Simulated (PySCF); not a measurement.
H₃O₂, SMILES O[OH2+], charge +1. Geometry: B3LYP-D3(BJ)/def2-TZVP. The isomer is the one that the SMILES or the coordinates give; other isomers of the formula were not compared.

Computed equilibrium geometry at B3LYP-D3(BJ)/def2-TZVP (PySCF confirms it by a frequency run) as Cartesian coordinates in Å, and its point group:
point group Cs.
```xyz
5

O      0.7711    -0.1406     0.0000
O     -0.6583     0.1220     0.0000
H      1.1189     0.7795     0.0000
H     -1.0109    -0.3155     0.8128
H     -1.0109    -0.3155    -0.8128
```
Charge +1, spin multiplicity 1.
